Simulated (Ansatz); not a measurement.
Two isomers of C2H6AlFSi: A = `C=C(F)[SiH2][AlH2]`, B = `[F][Al]1[CH2][SiH2][CH2]1`.

Calculated with Ansatz (gas phase, PBE0-D4/def2-TZVP geometries, no zero-point term in ΔE). CCSD(T)/CBS adds triple-zeta CCSD(T) − MP2 to the extrapolated MP2 energy (def2 sets, frozen cores). DFT in def2-TZVPP. B3LYP here is the variant with VWN-RPA as its local correlation; programs differ in this. Each species was taken in one conformer, which may not be the lowest.

Question: Which isomer does CCSD(T)/CBS put lower? Give the gap. (An estimate is asked.)

Answer: The calculation gave: B, by 389.4 kJ/mol.

Question: Give E(B) − E(A) in kJ/mol with B3LYP-D4, ωB97M-V, r2SCAN-D4, CCSD(T)/def2-TZVPP, HF/def2-TZVPP, CCSD/def2-TZVPP, PBE0-D4. (Best estimate.)

Answer: Computed: B3LYP-D4 -365.8, ωB97M-V -391.2, r2SCAN-D4 -390.2, CCSD(T)/def2-TZVPP -382.9, HF/def2-TZVPP -349.7, CCSD/def2-TZVPP -382.6, PBE0-D4 -382.5. None reverses the order clearly.

Largest T1 diagnostic: 0.013.

From PBE to PBE0 (25 % exact exchange), in def2-TZVPP and without D4, E(B) − E(A) moves by −15.2 kJ/mol. In def2-TZVPP, CCSD(T) changes the Hartree–Fock value by −33.3 kJ/mol (the triples alone add −0.4 kJ/mol) and MP2 by −67.0 kJ/mol.
